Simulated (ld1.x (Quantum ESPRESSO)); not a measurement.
## Cs (Z = 55), ultrasoft: configuration errors across variants

```json
{
  "Element": "Cs",
  "Generator": "ld1.x (Quantum ESPRESSO) 7.5",
  "Type": "ultrasoft",
  "Functional": "PBEsol",
  "Relativity": "scalar-relativistic",
  "Frozen core": "[Kr] 4d10",
  "Valence charge": "9",
  "Reference configuration": "5s2 5p6 5d0 6s0 6p1",
  "Partial waves": "5s (bound): rcut 2.65, rcutus 2.90 bohr; 6s (bound, empty): rcut 2.65, rcutus 2.90 bohr; 5p (bound): rcut 3.30, rcutus 3.75 bohr; 6p (bound): rcut 3.30, rcutus 3.75 bohr; 5d (bound, empty): rcut 3.65, rcutus 4.35 bohr; 5d channel at 0.25 Ry: rcut 3.65, rcutus 4.35 bohr",
  "Local potential": "all-electron potential smoothed inside 2.25 bohr (lloc = -2)",
  "Core correction": "a·sin(br)/r model core inside 2.90 bohr",
  "Augmentation charge": "PSQ, inside the norm-conserving radii"
}
```

All-electron excitation energies from the reference (eV): (1) 5s2 5p6 5d0 6s1 6p0 -1.352; (2) 5s2 5p6 5d0 6s0 6p0 2.440; (3) 5s2 5p6 5d0 6s0.5 6p0 0.105; (4) 5s2 5p6 5d0.5 6s0.5 6p0 -0.509.

The overlap operator is not positive definite (basis up to 400 Ry) in “base”, “core correction a·sin(br)/r model core inside 1.64 bohr”, “waves 5s (bound): rcut 2.65, rcutus 3.74 bohr; 6s (bound): rcut 2.65, rcutus 3.74 bohr”, “waves 5p (bound): rcut 3.30, rcutus 4.08 bohr; 6p (bound): rcut 3.30, rcutus 4.08 bohr”, “local potential all-electron potential smoothed inside 2.30 bohr (lloc = -1)”, “wave 5d channel at 0.25 Ry: rcut 3.65, rcutus 4.35 bohr becomes 5d channel at -0.17 Ry: rcut 3.65, rcutus 4.35 bohr”. Such files are unfit for use, however small their errors in these radial tests.

Tests that are not counted but printed errors over 1 eV. “waves 5p (bound): rcut 3.30, rcutus 4.08 bohr; 6p (bound): rcut 3.30, rcutus 4.08 bohr”: 5s2 5p6 5d0 6s0 6p0 (solver errors, printed error -483 eV).

1 further variants failed, have other tests or too few solved ones, and are left out.

A true bound ghost makes a file unfit for plane-wave use even where its test errors are small: the radial tests pick states by their node count and pass the ghost by.

Errors AE − PS in meV (a dash: test not solved or not reliable):

```csv
change,(1),(2),(3),(4),bound ghosts
base,-15,-6.1,-12,-14,not determined (overlap not positive)
core correction a·sin(br)/r model core inside 1.64 bohr,-20,-7.3,-15,-17,not determined (overlap not positive)
"waves 5s (bound): rcut 2.65, rcutus 3.74 bohr; 6s (bound): rcut 2.65, rcutus 3.74 bohr",–,–,–,–,not determined (overlap not positive)
"waves 5p (bound): rcut 3.30, rcutus 4.08 bohr; 6p (bound): rcut 3.30, rcutus 4.08 bohr",-326,–,-280,-360,not determined (overlap not positive)
local potential all-electron potential smoothed inside 2.30 bohr (lloc = -1),–,–,–,–,"d (p not tested, overlap not positive)"
"wave 5d channel at 0.25 Ry: rcut 3.65, rcutus 4.35 bohr becomes 5d channel at -0.17 Ry: rcut 3.65, rcutus 4.35 bohr",-15,-6.1,-12,-16,not determined (overlap not positive)
```

Question: Give the same row for: local potential all-electron potential smoothed inside 2.16 bohr (lloc = -2).

Answer: -15, -6.1, -12, -13; bound ghosts: d (p not tested, overlap not positive). Its overlap operator is not positive definite in a basis up to 400 Ry (lowest eigenvalue p -0.25), so the file is unfit for use: the generalised eigenproblem breaks down once the basis is large enough, and its test numbers describe a broken file.
